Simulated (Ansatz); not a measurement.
Isolated molecules relaxed with PBE0-D4/def2-TZVP in Ansatz; ΔE leaves out vibrations. CCSD(T)/CBS is the MP2 limit (def2-TZVPP, def2-QZVPP) plus CCSD(T) − MP2 in def2-TZVPP, frozen cores. This one scheme is used for every species, atoms too. For atomizations the MP2-based limit and the directly extrapolated one differ by several kJ/mol either way, and by 10 to 25 for some Ge, Se and Sn compounds, so smaller differences from it don't rank the levels. Functionals use def2-TZVPP. No spin–orbit coupling; open shells (•) take unrestricted orbitals. Spin–orbit coupling would lower the free atoms: a little for C, F, O, Si. One conformer a species, not always the lowest.

`NCO[SiH2]F` → C• + F• + 6 H• + N• + O• + Si•  (atomization)

`NCO[SiH2]F`:

Cartesian coordinates in Å:
```
N -0.506 -0.396 1.724
C 0.641 -0.247 0.906
O 0.516 0.725 -0.144
Si -0.055 0.410 -1.630
F -1.617 0.062 -1.574
H -0.762 0.474 2.171
H -1.305 -0.740 1.207
H 0.896 -1.218 0.467
H 1.480 0.089 1.518
H 0.599 -0.791 -2.205
H 0.113 1.632 -2.439
```

Question: What is ΔE at CCSD(T)/CBS? (Best estimate.)

Answer: Ansatz gave: +4118.3 kJ/mol.

Question: What do these levels give: LDA (SPW92), r2SCAN-D4, PBE0-D4, r2SCAN0, HF/def2-SVP, SCS-MP2/def2-TZVPP? (Estimate.)

Answer: Ansatz gave: LDA (SPW92) 4710.9, r2SCAN-D4 4097.4, PBE0-D4 4077.9, r2SCAN0 4015.8, HF/def2-SVP 2900.9, SCS-MP2/def2-TZVPP 4062.4 kJ/mol.

Question: What do rigid-rotor, harmonic-oscillator terms from PBE0-D4/def2-TZVP frequencies (298.15 K, 1 bar) make of the CCSD(T)/CBS value? (Estimate.)

Answer: The calculation gave: ΔZPE = -213.1 kJ/mol, ΔH = +3953.5 kJ/mol, ΔS = 1148 J/(mol·K), ΔG = +3611.3 kJ/mol. Open shells count their whole term as degenerate.

Largest T1 diagnostic among the species: 0.012.

The D4 term adds +30.9 kJ/mol with B3LYP and +16.3 kJ/mol with PBE0; it sums over pairs of atoms, weighted by their polarisabilities, and B3LYP, whose exchange is more repulsive, gets the larger term. Leaving LDA and LC-ωPBE aside and taking each functional with its dispersion term where it has one, the values, not all of them listed here, spread over 193.5 kJ/mol, from BHLYP-D4 to PBE-D4. LDA lies +563.9 kJ/mol from PBE without D4, its usual overbinding.

B3LYP here is the variant with VWN-RPA as its local correlation; programs differ in this.
